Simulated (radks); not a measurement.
Problem. These are the eigenvalues of the occupied orbitals of an atom or ion with whole-number occupations (hartree). All-electron calculation, non-relativistic Kohn-Sham, revTPSS, spin-polarised, spherical densities, point nucleus; meta-GGA in the generalised Kohn-Sham scheme. Program: a radial shooting solver on a logarithmic mesh with Libxc functionals.

| orbital | eigenvalue |
|---|---|
| 1s up | -987.6432 |
| 1s down | -987.6432 |
| 2s up | -146.1617 |
| 2s down | -146.1531 |
| 2p up | -136.4823 |
| 2p down | -136.4757 |
| 3s up | -29.14049 |
| 3s down | -29.13726 |
| 3p up | -25.18780 |
| 3p down | -25.18304 |
| 3d up | -17.92926 |
| 3d down | -17.92039 |
| 4s up | -5.86598 |
| 4s down | -5.83192 |
| 4p up | -4.56931 |
| 4p down | -4.53481 |
| 4d up | -2.43186 |
| 4d down | -2.39834 |

Which element is it, and in what charge state? The configuration may be excited. Open shells, if any, are filled with parallel spins first.

Solution. Z = 49, indium, charge +4: In4+ in [Kr] 4d9. The list shows which subshells hold electrons but not how many an open one holds; the 1s level, -987.64 hartree, gives Z - s = 44.4 by -(Z - s)^2/2, which with screening narrows Z to a few neighbours, and the depths of the outer levels then fix element, charge and occupations together.
